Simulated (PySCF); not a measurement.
**Bond length, frequency and bond energy of SbO by level of theory**

State: ²Π (doublet), unpaired electrons π ↑. Set-up: PySCF, spin-free X2C with a Gaussian nucleus, basis sets Sb x2c-SVPall, O x2c-SVPall. De refers to Sb + O in their high-spin ground configurations, without counterpoise correction. The functionals are run spin-unrestricted. A positive dipole means Sb(−)O(+). Levels whose curve was spin-contaminated or gave no clean fit are not listed.

```
   Level  Re (Å)  ωe (cm⁻¹)  De (eV)  μ (D)
UHF-CCSD   1.845        836     2.65    n/a
     LDA   1.840        836     5.60  -3.01
     PBE   1.862        804     4.52  -3.07
    BP86   1.863        802     4.55  -3.06
    TPSS   1.857        815     4.11  -3.11
  r²SCAN   1.844        840     3.81  -3.26
    PBE0   1.830        875     3.54  -3.44
```

The bond length runs from 1.830 Å (PBE0) to 1.863 Å (BP86). De spans 2.65 eV (UHF-CCSD, coupled cluster) to 5.60 eV (LDA, local density).

Correlated steps freeze 19 core orbitals. Correlated levels converge slowly with the basis: in double zeta they bind strong bonds too weakly, by up to about 1 eV, and carry superposition errors of some tenths. These are scalar-relativistic numbers at best; spin–orbit coupling would shift them, the dissociation energy most. Counting both spins, an empty level lies below a filled one in some of these solutions, because spin and occupation are held. The state is the lowest determinant that a PBE0 search found; another state may lie lower at other levels.
